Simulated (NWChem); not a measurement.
Molecule: InSi$_{2}$H$_{7}$; SMILES [SiH3][InH][SiH3]

Program: NWChem. The geometry was optimised at PBE0/def2-SVP (def2 core potentials past Kr). Not confirmed as a minimum by frequencies.

For level Hartree-Fock/3-21G, non-relativistic:

| Item | Value |
|---|---|
| highest occupied level (eV) | -9.29 |
| orbital gap (eV) | 9.49 |
| dipole (D) | 0.51 |

**Question.** Estimate the same quantities for level Hartree-Fock/STO-3G, non-relativistic.

**Answer.** The highest occupied level (eV) is -6.73 and the orbital gap (eV) comes out as 11.88. The dipole (D) is 0.33.
